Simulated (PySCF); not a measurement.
C2H3BN2O, SMILES C1B(O)N=CN=1.

The structure is a stationary point at PBE0-D3(BJ)/def2-SVP. This is a generated structure with no PubChem entry under its InChIKey; it may be hypothetical. Other conformers were not sampled.

Computed with ωB97X/def2-TZVP (PySCF).

Symmetry labels are those of the subgroup Cs that the program uses (full group Cs).

Computed valence orbital energies around the gap with their symmetry:
```csv
orbital,symmetry,energy (eV)
HOMO−7,A',-16.19
HOMO−6,A",-14.78
HOMO−5,A',-14.28
HOMO−4,A',-13.59
HOMO−3,A",-13.31
HOMO−2,A",-10.96
HOMO−1,A',-10.79
HOMO,A',-10.21
LUMO,A",-0.74
LUMO+1,A',2.83
LUMO+2,A",3.36
LUMO+3,A',3.82
```
